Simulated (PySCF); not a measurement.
**Dipole response of Pb⁺ (lead, charge +1)**

[Xe] 4f14 5d10 6s2 6p1, 2P determinant. Computed with PySCF 2.14 in aug-cc-pVQZ-PP with ECP60MDF (7s7p5d3f2g, 92 functions), with a scalar-relativistic core potential. Coupled (time-dependent) response in atomic units; α is the mean over directions.

```
method  mean α (bohr³)         α xx, yy, zz  C₆ (like pair)  S(−4)
   UHF           28.77  25.73, 34.86, 25.73           250.4  264.8
   PBE           27.94  24.05, 35.71, 24.05           237.2  284.8
  PBE0           27.63  24.11, 34.67, 24.11           235.9  263.1
```

S(−4) is the Cauchy moment in α(ω) = α(0) + S(−4) ω² + …

Spin-orbit coupling is absent.

α(iu) at PBE0:

| u (hartree) | α(iu) (bohr³) |
| --- | --- |
| 0 | 27.63 |
| 0.0500 | 27.00 |
| 0.100 | 25.32 |
| 0.200 | 20.77 |
| 0.300 | 16.57 |
| 0.500 | 10.99 |
| 0.750 | 7.381 |
| 1.00 | 5.438 |
| 1.50 | 3.433 |
| 2.00 | 2.403 |
| 3.00 | 1.365 |
| 5.00 | 0.5979 |

For an ion, C₆ is the dispersion term alone; charge-induced terms of lower order in 1/R come first.

The components differ because the open shell of this determinant is not spherical; for a pure term their mean is the scalar polarisability.

Energies and moments cover only the electrons outside the core potential. Spin-orbit coupling, absent here, splits the open shell strongly.
